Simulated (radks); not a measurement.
Numerical settings for the praseodymium ion Pr10+, [Kr] 4d10 5s2 5p1. Method: scalar-relativistic Kohn-Sham, r2SCAN, spin-polarised, spherical densities, finite nucleus; open shells are filled with parallel spins first (spin-orbit coupling, left out, can overturn this in heavy ions); meta-GGA in the generalised Kohn-Sham scheme; Fermi nuclear charge, rms radius 4.8919 fm; computed with a radial shooting solver on a logarithmic mesh with Libxc functionals. The defaults (mesh step 0.008 in ln r, mesh end at 40 bohr or more with all orbitals vanishing there, Anderson mixing 0.5 over 9 steps, residual threshold near 1e-9 with the energy settled to 1e-9 hartree or 1e-11 of itself, here a cap of 74 iterations) give E = -9212.165 hartree and 5p at -152.22 eV in 11 iterations. Run on one thread of a shared host, so times are rough (Intel(R) Xeon(R) Platinum 8488C): 0.33 s of CPU time, 0.33 s wall, 11 iterations on 2189 mesh points. Changes against that run (0 stands for a change within the tolerance of the run):

setting                    iterations         converged  E (mhartree)  e(5p) (meV)  CPU (s)
mesh step in ln r 0.05             11               yes         +14.8        +1.32     0.08
mesh step in ln r 0.003            15               yes             0      +0.0151      1.1
mesh step in ln r 0.2              74                no      diverged            -     0.75
mesh end (bohr) 12                 11               yes             0            0     0.37
mesh end (bohr) 1                  10  level above zero     +1.03e+05    +6.43e+05     0.28
residual threshold 0.001           10               yes             0      -0.0193     0.34
residual threshold 1e-16           74                no             0      +0.0231      1.1
mixing 0.01                        20               yes             0      +0.0302     0.55
linear mixing, mixing 0.8          65                no      diverged            -      1.1
linear mixing, mixing 0.5          22               yes             0      +0.0531     0.57
mixing history 2                   14               yes             0     +0.00716     0.39
iteration cap 3                     3                no          +111    -3.56e+03     0.11

Settled on a wrong energy, with an occupied level pushed above zero by the early mesh end: mesh end (bohr) 1 (+103 hartree). Apart from these: settings that end as converged yet miss the energy by more than 1 mhartree: mesh step in ln r 0.05 (+0.0148 hartree). A mesh that ends early acts as a hard wall.
